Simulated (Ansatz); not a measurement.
Gas-phase reaction in SMILES: [SiH3]CC -> C([SiH2-])C + H+

Quantity: gas-phase deprotonation energy (electronic), in kcal/mol. Terms: valence correlation only; six Cartesian d functions in 6-31G* and its kin unless marked 5d; LANL2DZ with its own core potentials from Na on; no spin-orbit coupling; 6-311+G** with 5d, 6d on Na to Ar in Ansatz (an electronic-structure program); non-relativistic. Basis-set limits of correlation are two-point, X^-3; Hartree-Fock from the larger set. Ab initio and DFT rows: single points at B3LYP-D3(BJ) geometries (Ansatz). Sets without +, aug- or the D of def2-TZVPD hold no diffuse functions, which anions need.

Coupled cluster (Ansatz) is a level with limits of its own, used here on species with T1 under 0.025 (0.045 for open shells) and stable references: CCSD(T)/CBS(aug-cc-pV(T+d)Z,aug-cc-pV(Q+d)Z).

Value to compare with, CCSD(T)/CBS(aug-cc-pV(T+d)Z,aug-cc-pV(Q+d)Z) (Ansatz): 384.2 kcal/mol.

```csv
level,program,gas-phase deprotonation energy (electronic) (kcal/mol),difference
MP2/STO-3G,Ansatz,508.6,124.4
MP2/3-21G,Ansatz,384.7,0.5
MP2/LANL2DZ,Ansatz,388.2,4.0
MP2/6-31G*,Ansatz,390.5,6.3
MP2/6-311+G**,Ansatz,386.7,2.5
```

Among the 5 habitual levels, MP2/STO-3G lies farthest from CCSD(T)/CBS(aug-cc-pV(T+d)Z,aug-cc-pV(Q+d)Z) (Ansatz) (124.4 kcal/mol) and MP2/3-21G nearest (0.5); 5 of 5 lie above it, and their mean absolute difference is 27.5 kcal/mol, the median 4.0. One case shows no general order.

The sets are all those run for this method; left out are runs that failed, that the program found above a lower state of the same kind, or whose <S^2> lies over 0.5 above the pure value.
